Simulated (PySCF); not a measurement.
Compound: C₄H₂F₆S.
Geometry (PBE0-D3(BJ)/def2-SVP, Å), atoms numbered from 1 in this order:
```
atom  x, y, z in Å
F1    -0.988    1.426    0.913
C2    -1.532    0.254    0.588
F3    -1.670   -0.473    1.682
F4    -2.730    0.474    0.067
C5    -0.633   -0.460   -0.449
F6    -0.752    0.217   -1.601
F7    -1.112   -1.699   -0.622
C8     0.831   -0.514   -0.039
F9     0.941   -1.042    1.196
C10    1.753    0.573   -0.407
S11    2.018   -1.003   -1.278
H12    2.502    0.833    0.349
H13    1.375    1.402   -1.013
```

Level: B3LYP/def2-SVPD in PySCF, non-relativistic, on one gas-phase PBE0-D3(BJ)/def2-SVP geometry that isn't relaxed in the solvent. The solvent is an IEF-PCM continuum (cavity from Bondi-type radii × 1.2), and excitations are vertical TDDFT with non-equilibrium linear response and a frozen core. The model holds no explicit solvent molecules, cavitation or dispersion.

Gas-phase singlets (H = HOMO, L = LUMO):

```csv
state,E (eV),λ (nm),f,leading configurations
S1,4.915,252,0.000,H→L 99%
S2,6.479,191,0.017,H→L+1 98%
S3,6.995,177,0.011,"H→L+3 46%, H→L+2 42%, H-1→L 9%"
S4,7.068,175,0.017,"H→L+2 52%, H→L+3 31%, H→L+4 8%"
S5,7.503,165,0.028,"H-1→L 41%, H→L+4 27%, H→L+3 16%"
```

Q: How does the list change in benzene (ε = 2.271)?

A: 
| state | E (eV) | λ (nm) | f | leading configurations | change by rank (eV) |
| --- | --- | --- | --- | --- | --- |
| S1 | 4.929 | 252 | 0.000 | H→L 99% | +0.014 |
| S2 | 6.464 | 192 | 0.024 | H→L+1 98% | -0.015 |
| S3 | 6.987 | 177 | 0.020 | H→L+3 78%, H-1→L 10% | -0.008 |
| S4 | 7.074 | 175 | 0.028 | H→L+2 77%, H→L+3 10%, H→L+4 10% | +0.006 |
| S5 | 7.465 | 166 | 0.019 | H→L+4 41%, H-1→L 29%, H→L+2 11% | -0.038 |

Q: What are the lowest 5 singlets in chloroform (ε = 4.711)?

A: 
```tsv
state	E (eV)	λ (nm)	f	leading configurations	change by rank (eV)
S1	4.954	250	0.000	H→L 99%	+0.039
S2	6.468	192	0.025	H→L+1 98%	-0.011
S3	6.982	178	0.019	H→L+3 48%, H→L+2 36%, H-1→L 10%	-0.013
S4	7.101	175	0.031	H→L+2 45%, H→L+3 43%, H→L+4 9%	+0.033
S5	7.454	166	0.012	H→L+4 46%, H-1→L 25%, H→L+2 14%	-0.049
```

Q: The ground-state energy changes by -0.098 eV from gas to chloroform. By how much does the total energy of gas-phase S1 change?

A: E(S1) = E(S0) + excitation energy, so it changes by -0.098 + 0.039 = -0.059 eV: it is lowered less than the ground state, which is what a blue shift means. This is the vertical state, with the slow part of the continuum still set for S0.

Q: How do the frontier levels move from gas to chloroform?

A: 
```json
{"orbital": "LUMO+2", "gas (eV)": "0.44", "solvent (eV)": "0.56", "change (eV)": "+0.12"}
{"orbital": "LUMO+1", "gas (eV)": "0.00", "solvent (eV)": "0.15", "change (eV)": "+0.15"}
{"orbital": "LUMO", "gas (eV)": "-1.16", "solvent (eV)": "-0.96", "change (eV)": "+0.20"}
{"orbital": "HOMO", "gas (eV)": "-7.51", "solvent (eV)": "-7.37", "change (eV)": "+0.14"}
{"orbital": "HOMO-1", "gas (eV)": "-9.54", "solvent (eV)": "-9.39", "change (eV)": "+0.15"}
{"orbital": "HOMO-2", "gas (eV)": "-9.78", "solvent (eV)": "-9.59", "change (eV)": "+0.19"}
{"orbital": "HOMO-3", "gas (eV)": "-10.92", "solvent (eV)": "-10.82", "change (eV)": "+0.10"}
```

The HOMO–LUMO gap goes from 6.35 to 6.41 eV. Rows go by rank; for LUMO+2 the atom shares or the degeneracy differ between the runs, so the row needn't follow one orbital.
